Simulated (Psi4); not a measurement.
C4H12N, charge +1, singlet, at a GFN2-xTB geometry; CEPA(1)/STO-3G in Psi4.

Input for Psi4:
```
memory 2 GB

molecule mol {
1 1
C    -0.253427   -0.622842   -1.311803
N     0.000000    0.000000    0.000000
C     0.069351    1.464142   -0.156408
C    -1.093571   -0.343916    0.926720
C     1.277647   -0.497384    0.541491
H    -1.194908   -0.264612   -1.724653
H    -0.307283   -1.705567   -1.211971
H     0.547009   -0.377351   -2.007645
H     0.256317    1.938503    0.805458
H    -0.868423    1.846340   -0.555988
H     0.873494    1.733601   -0.838981
H    -2.044701    0.017517    0.539579
H    -1.157076   -1.423437    1.052261
H    -0.919961    0.109679    1.901025
H     1.241374   -1.578668    0.662609
H     2.095667   -0.250453   -0.133066
H     1.478490   -0.045551    1.511372
}

set {
  basis sto-3g
  reference rhf
}

energy('cepa(1)')
print_variables()
```

Question: Predict the main parts of the log of this Psi4 run.

Answer: 
```
   => Loading Basis Set <=

    Name: STO-3G
    Role: ORBITAL
    Keyword: BASIS

         ---------------------------------------------------------
                                   SCF
               by Justin Turney, Rob Parrish, Andy Simmonett
                          and Daniel G. A. Smith
                              RHF Reference
         ---------------------------------------------------------

  ==> Geometry <==

    Molecular point group: c1
    Full point group: C1

    Geometry (in Angstrom), charge = 1, multiplicity = 1:

       Center              X                  Y                   Z               Mass
    ------------   -----------------  -----------------  -----------------  -----------------
         C           -0.253426986399    -0.622842013601    -1.311803000000    12.000000000000
         N            0.000000013601    -0.000000013601     0.000000000000    14.003074004430
         C            0.069351013601     1.464141986399    -0.156408000000    12.000000000000
         C           -1.093570986399    -0.343916013601     0.926720000000    12.000000000000
         C            1.277647013601    -0.497384013601     0.541491000000    12.000000000000
         H           -1.194907986399    -0.264612013601    -1.724653000000     1.007825032230
         H           -0.307282986399    -1.705567013601    -1.211971000000     1.007825032230
         H            0.547009013601    -0.377351013601    -2.007645000000     1.007825032230
         H            0.256317013601     1.938502986399     0.805458000000     1.007825032230
         H           -0.868422986399     1.846339986399    -0.555988000000     1.007825032230
         H            0.873494013601     1.733600986399    -0.838981000000     1.007825032230
         H           -2.044700986399     0.017516986399     0.539579000000     1.007825032230
         H           -1.157075986399    -1.423437013601     1.052261000000     1.007825032230
         H           -0.919960986399     0.109678986399     1.901025000000     1.007825032230
         H            1.241374013601    -1.578668013601     0.662609000000     1.007825032230
         H            2.095667013601    -0.250453013601    -0.133066000000     1.007825032230
         H            1.478490013601    -0.045551013601     1.511372000000     1.007825032230

  Running in c1 symmetry.

  Rotational constants: A =      0.15965  B =      0.15965  C =      0.15965 [cm^-1]
[...]
  @RHF Final Energy:  -210.21115529632436
    Total Energy =                       -210.2111552963243639
[...]
      Number of threads:                 1
      Number of atoms:                  17
      Number of AO shells:              27
      Number of SO shells:              27
      Number of primitives:             81
      Number of atomic orbitals:        37
      Number of basis functions:        37

      Number of irreps:                  1
      Integral cutoff                 1.00e-12
      Number of functions per irrep: [  37 ]

 OEINTS: Overlap, kinetic, potential, dipole, and quadrupole integrals
         stored in file 35.

      Computed 242771 non-zero two-electron integrals.
        Stored in file 33.

        ==> Transform all two-electron integrals <==

	Presorting SO-basis two-electron integrals.
	Sorting File: SO Ints (nn|nn) nbuckets = 1
	Constructing frozen core operators
	Starting first half-transformation.
	Sorting half-transformed integrals.
	First half integral transformation complete.
	Starting second half-transformation.
	Two-electron integral transformation complete.

Traceback (most recent call last):
  File "psi4", line 375, in <module>
  File "<string>", line 38, in <module>
  File "site-packages/psi4/driver/driver.py", line 533, in energy
  File "site-packages/psi4/driver/procrouting/proc.py", line 5807, in run_cepa

RuntimeError:
Fatal Error: ndocc must be less than nvirt
The most recent 5 function calls were:

psi::PsiException::PsiException(std::__cxx11::basic_string<char, std::char_traits<char>, std::allocator<char> >, char const*, int)

Printing out the relevant lines from the Psithon --> Python processed input file:
    H     1.478490   -0.045551    1.511372
    ""","mol")
    core.IO.set_default_namespace("mol")
    core.set_global_option("BASIS", "sto-3g")
    core.set_global_option("REFERENCE", "rhf")
--> energy('cepa(1)')
    print_variables()

!----------------------------------------------------------------------------------!
!                                                                                  !
! Fatal Error: ndocc must be less than nvirt                                       !
! The most recent 5 function calls were:                                           !
! psi::PsiException::PsiException(std::__cxx11::basic_string<char,                 !
!     std::char_traits<char>, std::allocator<char> >, char const*, int)            !
!                                                                                  !
!----------------------------------------------------------------------------------!
```

The program stopped with an error.
